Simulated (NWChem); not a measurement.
Molecule: C2H7BO2; SMILES CB(O)CO

```xyz
12

C     -0.6396    -1.9124     0.0199
B      0.0411    -0.4925    -0.0244
O      1.3933    -0.3264    -0.0578
C     -0.7757     0.8563    -0.0175
O     -0.0108     2.0265     0.0935
H     -1.6474    -1.9109    -0.4226
H     -0.7647    -2.2098     1.0768
H     -0.0483    -2.7042    -0.4684
H      1.8957    -1.1470    -0.0797
H     -1.5267     0.8137     0.7983
H     -1.3932     0.8632    -0.9456
H      0.9114     1.7675    -0.0116
```
Atoms are numbered in this order, from 1.

Structure relaxed at the PBE0/def2-SVP level.

 Unshifted, non-relativistic core excitations; the lowest 4 roots alone, so stronger bands may lie above.

Problem. List the first B K-edge excitations from PBE/6-311G** (spherical d), restricted-window TDA (NWChem).

Solution. 
```
state  energy (eV)  dipole oscillator strength           leading excitation (squared amplitude)
-----  -----------  --------------------------  -----------------------------------------------
S1           176.9                      0.0456    1s of atom 2 or its equivalents → LUMO (0.98)
S2           177.1                      0.0039  1s of atom 2 or its equivalents → LUMO+1 (0.98)
S3           178.2                      0.0010  1s of atom 2 or its equivalents → LUMO+2 (1.00)
S4           178.8                      0.0007  1s of atom 2 or its equivalents → LUMO+3 (1.00)
```
